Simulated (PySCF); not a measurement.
C2H3ClF2Si, SMILES F/C=C\[Si@H](F)Cl. Geometry: PBE-D3(BJ)/def2-SVP. The structure was generated by enumeration; whether it is a known compound was not checked. Other conformers were not sampled.

### Question
Give the equilibrium geometry at PBE-D3(BJ)/def2-SVP (PySCF confirms it by a frequency run) as Cartesian coordinates in Å. (An estimate is asked for; the answer gives what the named calculation found.)

### Answer
This is not unique; one that fits is 
```xyz
9

F     -2.4384    -1.0769    -0.8767
C     -2.3375     0.0586    -0.1693
C     -1.1630     0.5290     0.2830
Si     0.4716    -0.2925    -0.0240
F      0.8941    -1.2112     1.2615
Cl     1.9011     1.1955    -0.2009
H     -3.3241     0.5323    -0.0189
H     -1.2012     1.4689     0.8568
H      0.5057    -1.1630    -1.2326
```
